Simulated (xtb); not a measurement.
Si(H)3(NHiPr) (C3H11NSi), SMILES CC(C)N[SiH3]. All values are semi-empirical tight-binding results from xtb (GFN2-xTB unless named), good for trends rather than for accurate numbers. Coordinates come from a GFN2-xTB optimisation. The values are those of a single conformer.

```
Property                                        Result
---------------------------------------  -------------
orbital gap                                    5.39 eV
dipole moment                                   1.24 D
zero-point energy                        83.2 kcal/mol
G − E(el) at 298.15 K (modified RRHO)    63.4 kcal/mol
static polarisability (D4 model)            77.9 bohr³
solvation energy, GFN2-xTB/ALPB(water)   -0.7 kcal/mol
solvation energy, GFN2-xTB/ALPB(ch2cl2)  -3.9 kcal/mol
```
